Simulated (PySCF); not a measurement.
GaH2F, SMILES [GaH2][F]. Heavy atoms are numbered as in [GaH2:1][F:4]. Hydrogens are named by the atom that carries them.

Geometry optimised at B3LYP-D3(BJ)/def2-TZVP.

The numbers are results of HF/pcSseg-2 (PySCF), not measurements.

GIAO shieldings, no solvent; atoms alike by connectivity are averaged. δ = σ(ref) − σ: ¹H against TMS (σ = 31.98 ppm); ¹⁹F against CFCl3 (σ = 237.3 ppm), references at their B3LYP-D3(BJ)/def2-TZVP geometries, non-relativistic.

Problem. Estimate the chemical shifts. (Estimate from the structure and the level; the computed values follow.)

Solution. 
```csv
nucleus,atoms,count,δ (ppm)
¹H,H on Ga1,2,5.20
¹⁹F,F4,1,-139.3
```
